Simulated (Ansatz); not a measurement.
Gas-phase electronic energies from Ansatz, PBE0-D4/def2-TZVP geometries. CCSD(T)/CBS is the MP2 limit (def2-TZVPP, def2-QZVPP) plus CCSD(T) − MP2 in def2-TZVPP, frozen cores. This one scheme is used for every species, atoms too. Functionals use def2-TZVPP. Open shells (•) are unrestricted, without spin–orbit coupling. Spin–orbit coupling would lower the free atoms: a little for C, Cl, S, Si. One conformer a species, not always the lowest.

`CCS[SiH2]Cl` → 2 C• + Cl• + 7 H• + S• + Si•  (atomization)

`CCS[SiH2]Cl`:

Z-matrix (Å, degrees):
```
C
C 1 1.513
H 1 1.092 2 111.5
H 1 1.094 2 110.0 3 -119.6
H 1 1.091 2 111.0 3 120.4
S 2 1.829 1 114.0 3 -63.5
H 2 1.092 1 111.1 3 179.5
H 2 1.092 1 112.0 3 59.9
Si 6 2.107 2 101.3 1 76.6
Cl 9 2.062 6 111.8 2 59.8
H 9 1.479 6 106.0 2 178.8
H 9 1.481 6 113.3 2 -58.8
```

```json
{"level": "PBE0", "ΔE (eV)": "43.67"}
{"level": "HF/def2-TZVPP", "ΔE (eV)": "32.88"}
```

(1) What does CCSD(T)/CBS give? (Best estimate.)

Largest T1 diagnostic among the species: 0.012.

Answers

(1) Ansatz gave: +43.88 eV. The listed levels differ from it by -0.21, -11.00 eV.

In def2-TZVPP, CCSD(T) changes the Hartree–Fock value by +9.83 eV (the triples alone add +0.59 eV) and MP2 by +10.31 eV; breaking electron pairs costs correlation energy, which Hartree–Fock lacks. The D4 term adds +0.53 eV with B3LYP and +0.28 eV with PBE0; it sums over pairs of atoms, weighted by their polarisabilities, and B3LYP, whose exchange is more repulsive, gets the larger term. From PBE to PBE0 (25 % exact exchange), in def2-TZVPP and without D4, ΔE moves by −0.35 eV: exact exchange takes away binding that semilocal exchange gives to molecules.

B3LYP here is the variant with VWN-RPA as its local correlation; programs differ in this.

For atomizations the MP2-based limit and the directly extrapolated one differ by several kJ/mol either way, and by 10 to 25 for some Ge, Se and Sn compounds, so smaller differences from it don't rank the levels.
